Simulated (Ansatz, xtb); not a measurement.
## Isomers of CCl2F3Si+ in order of energy

4 gas-phase structures of CCl2F3Si+, found in a search over its isomers (lower ones may exist). Each was relaxed with GFN2-xTB:

A. `F[Si](F)(F)[C+](Cl)Cl`, a singlet
B. `FC(F)(F)[Si+](Cl)Cl`, a singlet
C. `F[C+](Cl)[Si](F)(F)Cl`, a singlet
D. a singlet given by its coordinates

D (Å):

```xyz
7

C     0.6423   -1.9610    1.1295
Cl    1.8836    0.5061   -0.9312
Cl    1.2294   -0.5998    2.4769
F    -0.6217   -1.7507    0.8992
F     0.8125   -3.1353    1.6540
F     3.3662   -1.6342    0.6936
Si    2.0284   -0.8460    0.4182
```

Close contacts (Å): C1–Cl3 2.00, C1–F4 1.30, C1–F5 1.30, C1–Si7 1.92, Cl2–Si7 1.92, Cl3–Si7 2.22, F6–Si7 1.58.

Problem. Which do you expect lowest at r2SCAN-D4/def2-SVP, and how would the others follow?

Solution. Calculated order at r2SCAN-D4/def2-SVP: A (0.000), C (0.590), D (1.523), B (2.034) eV.

Energies above the lowest of each column, in eV; the last columns are at PBE0-D3(BJ)/def2-SVP geometries and were run for some of them only (a dash: not run or not comparable):

```json
{"structure": "A", "GFN2-xTB": "0.000", "HF/STO-3G": "1.636", "r2SCAN-D4/def2-SVP": "0.000", "PBE0-D3(BJ)/def2-SVP": "0.000", "CCSD(T)/def2-SVP + ΔMP2/def2-TZVPP": "0.000"}
{"structure": "C", "GFN2-xTB": "0.849", "HF/STO-3G": "0.625", "r2SCAN-D4/def2-SVP": "0.590", "PBE0-D3(BJ)/def2-SVP": "0.316", "CCSD(T)/def2-SVP + ΔMP2/def2-TZVPP": "0.702"}
{"structure": "D", "GFN2-xTB": "1.673", "HF/STO-3G": "0.000", "r2SCAN-D4/def2-SVP": "1.523", "PBE0-D3(BJ)/def2-SVP": "–", "CCSD(T)/def2-SVP + ΔMP2/def2-TZVPP": "–"}
{"structure": "B", "GFN2-xTB": "1.360", "HF/STO-3G": "0.022", "r2SCAN-D4/def2-SVP": "2.034", "PBE0-D3(BJ)/def2-SVP": "–", "CCSD(T)/def2-SVP + ΔMP2/def2-TZVPP": "–"}
```

CCSD(T)/def2-SVP + ΔMP2/def2-TZVPP puts A lowest of those it was run on; HF/STO-3G picks D. Some further structures that were screened fall inside this span and aren't listed. Flexible structures stand in one conformer each, not always the lowest. Frequencies (PBE0-D3(BJ)/def2-SVP) were run for A, C alone. The ΔMP2 step shifts differences by up to 0.193 eV, which makes them less sure. ΔMP2 is the change of the MP2 energy from the smaller to the larger basis.

Over these structures GFN2-xTB departs from r2SCAN-D4/def2-SVP by 0.304 eV on average once a common shift is removed. A GFN2-xTB relaxation took about 0.29 s and the r2SCAN-D4/def2-SVP energy about 2.3 s on a shared host (Ansatz 0.2.0, xtb 6.7.1).
